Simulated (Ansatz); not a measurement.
```yaml
crystal:
  periodic: [false, false, false]
  atoms:
    - {symbol: Mo, position_ang: [-0.005554, 0.068141, -0.027662]}
    - {symbol: Br, position_ang: [0.033374, -0.173236, 2.378549]}
    - {symbol: Br, position_ang: [2.133290, 0.191094, -0.767002]}
    - {symbol: Br, position_ang: [-1.119374, 1.898933, -0.764954]}
    - {symbol: Br, position_ang: [-1.001102, -1.948156, -1.091140]}
basis:
  gaussian: {orbitals: def2-TZVP}
magnetization: {spin_polarized: true, initial_magnetization: 2}
hamiltonian: {xc: {name: r2SCAN50}}
```

```sh
$ ansatz run in.yaml --threads 4 --pin off --events-out ev --progress --plain --max-ram 4787MiB
```

Shortened log:

```
Functional definition: r2SCAN50
1645 factors; integrals over basis functions are off by at most 8.7e-4 eV
mean field evaluation 1: about -282042.1616 eV, gradient 9.2e0 eV
mean field evaluation 2: about -282042.3648 eV, gradient 1.0e1 eV
mean field evaluation 4: about -282042.8597 eV, gradient 1.6e0 eV
mean field evaluation 8: about -282043.1516 eV, gradient 3.3e-1 eV
mean field evaluation 16: about -282043.1543 eV, gradient 4.9e-3 eV
mean field evaluation 32: about -282043.0521 eV, gradient 1.8e0 eV
mean field -282043.15429857 eV, -10364.8947447560 hartree, gradient 6.3e-5 eV, S^2 2.024420; 6 other end points of the search recorded, 0 dependent functions left out
reference -282043.15430701 eV, -10364.8947450662 hartree; 78, 76 occupied and 154, 156 virtual orbitals, 1645 factors
Total energy: -282043.15430701 eV, -10364.8947450662 hartree
```

Run time 55 s (4 threads of Arm Neoverse V1 on a shared host), peak host memory 1.4 GiB.

In the def2 sets Mo takes a core potential; there is no spin–orbit coupling.
